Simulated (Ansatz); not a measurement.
The molecule LiP-, multiplicity 4 (lowest of 2S+1 = 2, 4 at CCSD(T)/def2-TZVPP on PBE0 minima; our sources give no spin for the ground state, which may be another).

The constants come from a fifth-degree fit in 1/R (seven points, main isotopes). In def2 and cc sets the state is the lowest found near the PBE0 minimum, followed along R.

Programs: Ansatz (Gaussian orbitals). 

```
level                                          r_e (Å)  ω_e (cm⁻¹)  B_e (cm⁻¹)  ω_e x_e (cm⁻¹)
---------------------------------------------  -------  ----------  ----------  --------------
SVWN5/def2-TZVPP                                 2.422         388       0.503             4.5
PBE/def2-TZVPP                                   2.462         372       0.486             4.4
r2SCAN/def2-TZVPP                                2.479         366       0.480             4.6
B97M-V/def2-TZVPP                                2.457         372       0.488             5.0
B3LYP/def2-TZVPP                                 2.459         375       0.487             4.3
PBE0/def2-TZVPP                                  2.450         384       0.491             4.4
BHLYP/def2-TZVPP                                 2.445         388       0.493             4.3
CAM-B3LYP/def2-TZVPP                             2.439         388       0.495             4.2
wB97X-V/def2-TZVPP                               2.450         390       0.491             4.1
wB97M-V/def2-TZVPP                               2.442         380       0.494             4.3
B2PLYP/def2-TZVPP                                2.455         381       0.489             4.3
CCSD/aug-cc-pV(T+d)Z                             2.451         395       0.491             3.9
CCSD/def2-TZVPP                                  2.456         385       0.488             4.2
CCSD/aug-cc-pV(Q+d)Z                             2.442         399       0.494             3.9
CCSD/def2-QZVPP                                  2.439         399       0.496             3.9
CCSD(T)/aug-cc-pV(T+d)Z                          2.455         391       0.489             3.9
CCSD(T)/def2-TZVPP                               2.457         384       0.488             4.2
CCSD(T)/aug-cc-pV(Q+d)Z                          2.446         396       0.493             4.0
CCSD(T)/def2-QZVPP                               2.441         396       0.495             3.9
CCSD(T)/CBS(aug-cc-pV(T+d)Z, aug-cc-pV(Q+d)Z)    2.441         399       0.495             4.0
```

Correlated levels freeze the inner cores; with def2 sets outer-core shells near the valence are correlated too. CBS: X⁻³ extrapolation of the correlation energy, Hartree–Fock from the larger set.

Ansatz is an electronic-structure program.
